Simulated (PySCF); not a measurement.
SnBr₂, SMILES [Br][Sn][Br] (connectivity only; charge and spin as stated), neutral, multiplicity 1.

The structure is a stationary point at ωB97X-D3(BJ)/def2-SVP. The isomer is the one that the SMILES or the coordinates give; other isomers of the formula were not compared. The def2 effective core potentials stand for the cores of Sn; spin–orbit coupling is left out.

Method: ωB97X-D3(BJ)/def2-SVP (PySCF).

Frequencies are harmonic and unscaled.

Task: Estimate the vibrational spectrum. (The exact figures need the calculation; the answer reports its results.)

Result: 
```json
[
 {"mode": "1", "ν (cm⁻¹)": "82", "IR (km/mol)": "1.1", "Raman (Å⁴/amu)": "3.2", "depolarisation": "0.68", "moving atoms (share of kinetic energy)": "Br 82 %, Sn 18 %"},
 {"mode": "2", "ν (cm⁻¹)": "262", "IR (km/mol)": "64.2", "Raman (Å⁴/amu)": "6.4", "depolarisation": "0.75", "moving atoms (share of kinetic energy)": "Br 56 %, Sn 44 %"},
 {"mode": "3", "ν (cm⁻¹)": "267", "IR (km/mol)": "30.8", "Raman (Å⁴/amu)": "9.3", "depolarisation": "0.17", "moving atoms (share of kinetic energy)": "Br 61 %, Sn 39 %"}
]
```
